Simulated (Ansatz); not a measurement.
silver atom (Ag), doublet (core potentials on Ag); CAM-B3LYP/def2-SVP (Ansatz, an electronic-structure program).

Ansatz was given this input:
Ansatz 0.2 input:
```yaml
crystal:
  periodic: [false, false, false]
  atoms:
    - {symbol: Ag, position_ang: [0.00000000, 0.00000000, 0.00000000]}
basis:
  gaussian:
    orbitals: def2-SVP
hamiltonian:
  xc: cam_b3lyp
magnetization: {spin_polarized: true, initial_magnetization: 1}
scf: {lower_state_search: full}
```

What the program printed (banner, timings and long lists left out):

```
Functional definition: CAM-B3LYP
225 factors; integrals over basis functions are off by at most 2.4e-4 eV
69 factors; integrals over basis functions are off by at most 4.2e-5 eV
mean field evaluation 1: about -3995.9780 eV, gradient 1.7e1 eV
mean field evaluation 2: about -3995.9781 eV, gradient 1.7e1 eV
mean field evaluation 4: about -3997.3703 eV, gradient 6.9e-1 eV
mean field evaluation 8: about -3997.3740 eV, gradient 4.6e-4 eV
mean field evaluation 16: about -3997.0789 eV, gradient 5.4e0 eV
mean field evaluation 32: about -3997.2552 eV, gradient 5.1e0 eV
mean field evaluation 64: about -3997.3732 eV, gradient 4.1e-1 eV
mean field -3997.37402552 eV, -146.9007859205 hartree, gradient 5.9e-5 eV, S^2 0.750400; 4 other end points of the search recorded, 0 dependent functions left out
reference -3997.37410053 eV, -146.9007886768 hartree; 10, 9 occupied and 21, 22 virtual orbitals, 225 factors
Total energy: -3997.37410053 eV, -146.9007886768 hartree
```
